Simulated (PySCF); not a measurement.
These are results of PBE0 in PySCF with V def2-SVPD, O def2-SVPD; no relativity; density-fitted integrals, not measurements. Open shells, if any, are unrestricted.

Task: What shape and geometry does isolated singlet [VO3]- take (every ligand bound to V)?

Result: Formally V is in oxidation state +5, d0. The polar-tensor charge on V, 2.22, is far below the formal one. The lowest minimum found is a singlet of D3h symmetry with V–O 1.635 Å (×3); O–V–O 120.0° (×3). Its harmonic wavenumbers are 104 (a2''), 336 (e'), 939 (a1'), 1010 (e') cm⁻¹ and its dipole moment is 0.00 D about the centre of mass.

Stability towards spin polarisation was not tested. Other isomers or separated fragments may lie lower. The lowest empty level of this anion is unbound, so it and the gap depend on the basis.
